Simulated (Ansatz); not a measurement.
Calculated with Ansatz (gas phase, PBE0-D4/def2-TZVP geometries, no zero-point term in ΔE). CCSD(T)/CBS adds triple-zeta CCSD(T) − MP2 to the extrapolated MP2 energy (def2 sets, frozen cores). This one scheme is used for every species. DFT in def2-TZVPP. For Se outer-core shells are correlated without core-valence functions, which leaves a few kJ/mol of doubt a bond. Scalar relativity is left out up to krypton. One conformer a species, not always the lowest.

Reaction (substitution at a C–Cl bond): `CC(=O)Cl` + `C[SeH]` → `C[Se]C(C)=O` + HCl

```csv
species,r2SCAN energy (Eh)
`CC(=O)Cl`,-613.41554
`C[SeH]`,-2442.03650
`C[Se]C(C)=O`,-2594.66859
HCl,-460.78587
```

Work out ΔE.

ΔE = (-2594.66859) + (-460.78587) − (-613.41554) − (-2442.03650) = -0.00242 Eh = -0.07 eV. CCSD(T)/CBS gives -0.12 eV.

Largest T1 diagnostic among the species: 0.014.

In def2-TZVPP, CCSD(T) changes the Hartree–Fock value by −0.17 eV (the triples alone add −0.02 eV) and MP2 by −0.19 eV. The D4 term adds −0.08 eV with B3LYP and −0.05 eV with PBE0; it sums over pairs of atoms, weighted by their polarisabilities, and B3LYP, whose exchange is more repulsive, gets the larger term.

B3LYP here is the variant with VWN-RPA as its local correlation; programs differ in this.
